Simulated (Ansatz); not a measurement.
`Sc1ccc(-c2ccc(-c3ccc(-c4ccc(S)s4)s3)s2)s1`. Charge 0, multiplicity 1. Geometry PBE-D4/def2-SVP; atoms count from 1.

```tsv
atom	x (Å)	y (Å)	z (Å)
S1	-6.7450	-2.4643	-5.1846
C2	-5.5946	-2.1941	-3.8784
C3	-5.4916	-2.9086	-2.6919
C4	-4.3868	-2.5113	-1.8945
C5	-3.6298	-1.4843	-2.4622
C6	-2.4697	-0.8106	-1.9307
C7	-1.7832	0.2966	-2.4315
C8	-0.6822	0.6873	-1.6353
C9	-0.4986	-0.1136	-0.5053
C10	0.5053	-0.0218	0.5226
C11	0.6898	-0.8173	1.6552
C12	1.7940	-0.4269	2.4475
C13	2.4829	0.6769	1.9403
C14	3.6434	1.3505	2.4661
C15	4.3212	2.4655	1.9803
C16	5.4358	2.8518	2.7718
C17	5.6210	2.0297	3.8764
S18	6.8398	2.0866	5.1483
S19	4.4105	0.7725	3.9406
S20	1.7348	1.2286	0.4538
S21	-1.7200	-1.3704	-0.4478
S22	-4.2858	-1.0395	-4.0252
H23	-7.4174	-1.2756	-5.0862
H24	-6.2134	-3.6869	-2.4134
H25	-4.1534	-2.9429	-0.9119
H26	-2.0865	0.8112	-3.3542
H27	-0.0271	1.5381	-1.8691
H28	0.0308	-1.6632	1.8967
H29	2.0913	-0.9344	3.3762
H30	4.0121	2.9930	1.0668
H31	6.0861	3.7071	2.5434
H32	7.4862	3.1702	4.6364
```

Single mean-field runs in def2-TZVP are fitted with def2-universal-jkfit.

Question: Estimate the Mulliken populations of the heavy atoms from the PBE0/def2-TZVP orbitals of Ansatz.

Answer: 
```
atom  charge (e)
  S1       -0.20
  C2       -0.02
  C3       -0.15
  C4       -0.20
  C5       -0.02
  C6        0.13
  C7       -0.15
  C8       -0.18
  C9        0.06
 C10        0.06
 C11       -0.18
 C12       -0.15
 C13        0.13
 C14       -0.02
 C15       -0.22
 C16       -0.17
 C17        0.02
 S18       -0.15
 S19        0.02
 S20       -0.02
 S21       -0.02
 S22        0.04
```
Mulliken values depend strongly on the basis.

Question: And the Mayer bond orders between heavy atoms (over 0.3)?

Answer: S1–C2 1.08 (1.76 Å); C2–C3 1.56 (1.39 Å); C2–S22 1.22 (1.75 Å); C3–C4 1.31 (1.42 Å); C4–C5 1.47 (1.40 Å); C5–C6 0.98 (1.44 Å); C5–S22 1.28 (1.75 Å); C6–C7 1.43 (1.40 Å); C6–S21 1.25 (1.75 Å); C7–C8 1.33 (1.41 Å); C8–C9 1.41 (1.40 Å); C9–C10 1.01 (1.44 Å); C9–S21 1.27 (1.75 Å); C10–C11 1.41 (1.40 Å); C10–S20 1.26 (1.76 Å); C11–C12 1.32 (1.41 Å); C12–C13 1.41 (1.40 Å); C13–C14 1.00 (1.44 Å); C13–S20 1.25 (1.75 Å); C14–C15 1.48 (1.39 Å); C14–S19 1.25 (1.76 Å); C15–C16 1.31 (1.42 Å); C16–C17 1.55 (1.39 Å); C17–S18 1.12 (1.76 Å); C17–S19 1.22 (1.75 Å).
